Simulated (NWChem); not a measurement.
System: CH$_{4}$GeOS, singlet; SMILES C[O][Ge][SH]

The following NWChem deck was run.

```
start job
memory heap 200 mb stack 900 mb global 1100 mb
geometry units angstroms noautoz
  Ge     0.578714    -0.011309     0.011069
  O     -0.860443    -1.119872     0.001519
  C     -0.698082    -2.524318     0.005219
  H     -1.187328    -2.961222     0.903833
  H     -1.186466    -2.965227    -0.891973
  H      0.370565    -2.850298     0.006554
  S     -0.699526     1.866187     0.002005
  H      0.406745     2.663361     0.008389
end
basis spherical
  * library cc-pvdz
end
dft
  xc xtpss03 ctpss03
  iterations 150
  mulliken
end
task dft energy
```

Output (shortened):

```
             Northwest Computational Chemistry Package (NWChem) 7.3.0
             --------------------------------------------------------

 C1  symmetry detected

                             Geometry "geometry" -> ""
                             -------------------------

 Output coordinates in angstroms (scale by  1.889725989 to convert to a.u.)

  No.       Tag          Charge          X              Y              Z
 ---- ---------------- ---------- -------------- -------------- --------------
    1 Ge                  32.0000     0.65964622     0.00534833    -0.00005965
    2 O                    8.0000    -0.76985806    -1.11567462    -0.00109610
    3 C                    6.0000    -0.59528247    -2.51865838     0.00071445
    4 H                    1.0000    -1.07496397    -2.96029359     0.90216765
    5 H                    1.0000    -1.08553950    -2.96329994    -0.89360936
    6 H                    1.0000     0.47614271    -2.83533949    -0.00497009
    7 S                   16.0000    -0.63488714     1.87166937     0.00017625
    8 H                    1.0000     0.46443530     2.67842386    -0.00001743

 Effective nuclear repulsion energy (a.u.)     332.7114953324

                                 NWChem DFT Module
                                 -----------------

 Summary of "ao basis" -> "ao basis" (spherical)
 ------------------------------------------------------------------------------
       Tag                 Description            Shells   Functions and Types
 ---------------- ------------------------------  ------  ---------------------
 Ge                         cc-pvdz                 11       27   5s4p2d
 O                          cc-pvdz                  6       14   3s2p1d
 C                          cc-pvdz                  6       14   3s2p1d
 H                          cc-pvdz                  3        5   2s1p
 S                          cc-pvdz                  8       18   4s3p1d

            General Information
            -------------------
          SCF calculation type: DFT
          Wavefunction type:  closed shell.
          No. of atoms     :     8
          No. of electrons :    66
           Alpha electrons :    33
            Beta electrons :    33
          Charge           :     0
          Spin multiplicity:     1
          Use of symmetry is: off; symmetry adaption is: off
          Maximum number of iterations: 150
          AO basis - number of functions:    93
                     number of shells:    43
          Convergence on energy requested:  1.00D-06
          Convergence on density requested:  1.00D-05
          Convergence on gradient requested:  5.00D-04

              XC Information
              --------------
                  TPSS metaGGA Exchange Functional  1.000
             TPSS03 metaGGA Correlation Functional  1.000

             Grid Information
             ----------------
          Grid used for XC integration:  medium
          Radial quadrature: Mura-Knowles
          Angular quadrature: Lebedev.
          Tag              B.-S. Rad. Rad. Pts. Rad. Cut. Ang. Pts.
          ---              ---------- --------- --------- ---------
          Ge                  1.25      112          10.0       590
          O                   0.60       49          11.0       434
          C                   0.70       49          13.0       434
          H                   0.35       45          13.0       434
          S                   1.00       88          12.0       590
          Grid pruning is: on
          Number of quadrature shells:   478
          Spatial weights used:  Erf1

      Superposition of Atomic Density Guess
      -------------------------------------

 Sum of atomic energies:       -2587.18173403

      Non-variational initial energy
      ------------------------------

 Total energy =   -2588.286823
 1-e energy   =   -4262.742236
 2-e energy   =    1341.743917
 HOMO         =      -0.263199
 LUMO         =      -0.031718

     ---------------------------------------------
      Total Density - Mulliken Population Analysis
     ---------------------------------------------

    Atom       Charge   Shell Charges
 -----------   ------   -------------------------------------------------------
    1 Ge  32    31.07   2.00  2.00  2.01  1.01  0.87  6.00  6.00  0.62  0.45  9.96  0.15
    2 O    8     8.86   2.00  0.87  0.94  3.03  2.01  0.01
    3 C    6     5.89   2.00  0.70  0.44  1.81  0.86  0.08
    4 H    1     0.93   0.69  0.21  0.03
    5 H    1     0.93   0.69  0.21  0.03
    6 H    1     0.94   0.69  0.23  0.03
    7 S   16    16.58   2.00  2.01  0.93  0.89  6.00  2.43  2.28  0.03
    8 H    1     0.78   0.56  0.19  0.03

   convergence    iter        energy       DeltaE   RMS-Dens  Diis-err
 ---------------- ----- ----------------- --------- --------- ---------
 d= 0,ls=0.0,diis     1  -2590.8555629804 -2.92D+03  2.20D-02  7.18D-01
 d= 0,ls=0.0,diis     2  -2589.9627991626  8.93D-01  1.71D-02  7.86D+00
 d= 0,ls=0.0,diis     3  -2590.9271990684 -9.64D-01  6.43D-03  2.02D-01
 d= 0,ls=0.0,diis     4  -2590.9413990710 -1.42D-02  3.29D-03  1.03D-01
 d= 0,ls=0.0,diis     5  -2590.9600700602 -1.87D-02  6.10D-04  3.73D-03
  Resetting Diis
 d= 0,ls=0.0,diis     6  -2590.9605893380 -5.19D-04  1.57D-04  4.15D-04
 d= 0,ls=0.0,diis     7  -2590.9606497157 -6.04D-05  8.45D-05  1.40D-05
 d= 0,ls=0.0,diis     8  -2590.9606428338  6.88D-06  6.03D-05  6.71D-05
 d= 0,ls=0.0,diis     9  -2590.9606515074 -8.67D-06  1.30D-05  5.23D-06
 d= 0,ls=0.0,diis    10  -2590.9606520334 -5.26D-07  2.35D-06  1.21D-07

         Total DFT energy =    -2590.960652033397
      One electron energy =    -4264.522751418029
           Coulomb energy =     1461.031141429792
    Exchange-Corr. energy =     -120.180537377573
 Nuclear repulsion energy =      332.711495332413

 Numeric. integr. density =       66.000000140326

[...]
```

Level: TPSS/cc-pVDZ. Low-valent species are run as closed-shell singlets; no triplet was tried in these runs. Geometry: optimised at PBE-D3(BJ)/def2-SVP.
